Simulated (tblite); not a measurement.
C10H6ClF.
Atom-mapped SMILES: `[F:1][c:2]1[cH:3][cH:4][c:5]([Cl:6])[c:7]2[cH:8][cH:9][cH:10][cH:11][c:12]12` (hydrogens: H13 on C3; H14 on C4; H15 on C8; H16 on C9; H17 on C10; H18 on C11)

Method: GFN2-xTB as coded in tblite; computed harmonic values from a numerical Hessian at the method's own geometry, unscaled. This tight-binding method is rough: wavenumbers can miss measured ones by several per cent, in bad cases by 10 to 20.

Harmonic wavenumbers (cm⁻¹): 98.7, 127.8, 169.9, 201.9, 266.6, 342.0, 344.6, 380.8, 432.0, 450.8, 503.1, 532.9, 555.4, 588.9, 619.3, 715.1, 715.9, 776.8, 779.8, 834.8, 877.9, 898.8, 918.8, 928.1, 930.4, 1034.4, 1083.6, 1130.8, 1169.0, 1178.6, 1196.3, 1235.0, 1245.0, 1331.8, 1346.9, 1387.5, 1410.7, 1443.4, 1504.1, 1557.9, 1597.4, 1607.3, 3085.6, 3092.1, 3100.7, 3104.7, 3105.7, 3117.4.

A = 1129, B = 806.0, C = 470.3 MHz; mass 180.014 u (most abundant isotopes); point group Cs, symmetry number 1.

Q: Zero-point energy?

A: Half the sum of the wavenumbers: 27528 cm⁻¹ = 78.71 kcal/mol.

Q: Entropy at 298.15 K, 1 bar (ideal gas, RRHO, classical rotation)?

A: Translation 41.50, rotation 31.00, vibration 22.78: S = 95.3 cal/(mol K).

Q: And Cp and H(298.15 K) − H(0)?

A: Cp = 39.02 cal/(mol K), of which vibrations give 31.08 (their classical limit is 48 R = 95.4); H(298.15 K) − H(0) = 6.46 kcal/mol without the zero-point energy, 4.09 from vibrations.

Q: What must be added to the electronic energy to get the Gibbs energy at 298.15 K and 1 bar?

A: ZPE + [H(298.15 K) − H(0)] − T·S = 78.71 + 6.46 − 28.40 = 56.77 kcal/mol.

Q: Blend soft modes into free rotors: weight 1/[1 + (100 cm⁻¹/ν̃)⁴] for the oscillator and the rest for a rotor with moment μB/(μ + B), μ = h/(8π²ν), B = 10⁻⁴⁴ kg m². What vibrational entropy results?

A: 22.37 cal/(mol K) in place of 22.78, which changes −T·S at 298.15 K by +0.12 kcal/mol.

Q: How do the functions run with temperature in this model?

A: 
```json
{"T (K)": "150", "S (cal/(mol K))": "75.3", "Cp (cal/(mol K))": "21.2", "H − H(0) (kcal/mol)": "1.99", "G − H(0) (kcal/mol)": "-9.30", "ln q(vib)": "1.45"}
{"T (K)": "250", "S (cal/(mol K))": "88.9", "Cp (cal/(mol K))": "33.3", "H − H(0) (kcal/mol)": "4.72", "G − H(0) (kcal/mol)": "-17.51", "ln q(vib)": "3.47"}
{"T (K)": "400", "S (cal/(mol K))": "108.3", "Cp (cal/(mol K))": "50.1", "H − H(0) (kcal/mol)": "11.01", "G − H(0) (kcal/mol)": "-32.32", "ln q(vib)": "7.00"}
{"T (K)": "600", "S (cal/(mol K))": "131.9", "Cp (cal/(mol K))": "65.9", "H − H(0) (kcal/mol)": "22.74", "G − H(0) (kcal/mol)": "-56.39", "ln q(vib)": "12.02"}
{"T (K)": "900", "S (cal/(mol K))": "161.5", "Cp (cal/(mol K))": "79.5", "H − H(0) (kcal/mol)": "44.77", "G − H(0) (kcal/mol)": "-100.56", "ln q(vib)": "19.33"}
```

q(vib) and H(0) count from the zero-point level.

Q: Which modes carry the vibrational entropy at 298.15 K?

A: 98.7 cm⁻¹: 3.48; 127.8 cm⁻¹: 2.98; 169.9 cm⁻¹: 2.44; 201.9 cm⁻¹: 2.12; 266.6 cm⁻¹: 1.62; 342.0 cm⁻¹: 1.20 cal/(mol K); the other 42 give 8.94 together.

Hindered rotation and anharmonicity are outside this model.
